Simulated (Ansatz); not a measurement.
Reactions of C2H6AlNO, SMILES `[CH3][Al]([NH2])[CH]=O`.

Gas-phase electronic energies from Ansatz, PBE0-D4/def2-TZVP geometries. CCSD(T)/CBS is the MP2 limit (def2-TZVPP, def2-QZVPP) plus CCSD(T) − MP2 in def2-TZVPP, frozen cores. This one scheme is used for every species. Each species was taken in one conformer, which may not be the lowest.

Problem. Order these by ΔE at CCSD(T)/CBS, lowest first. (An estimate is asked.)
A. `[CH3][Al]([NH2])[CH]=O` + H₂ → `[NH2][AlH][CH]=O` + CH₄
B. `[CH3][Al]([NH2])[CH]=O` + HCl → `[CH3][Al]([NH2])[Cl]` + `C=O`
C. `[CH3][Al]([NH2])[CH]=O` + `OC[SiH2]O` → `COC[SiH2]O` + `[NH2][AlH][CH]=O`

Solution. B (-188.1 kJ/mol), A (-22.3 kJ/mol), C (+86.8 kJ/mol).

Largest T1 diagnostic: 0.015, for `C=O`.
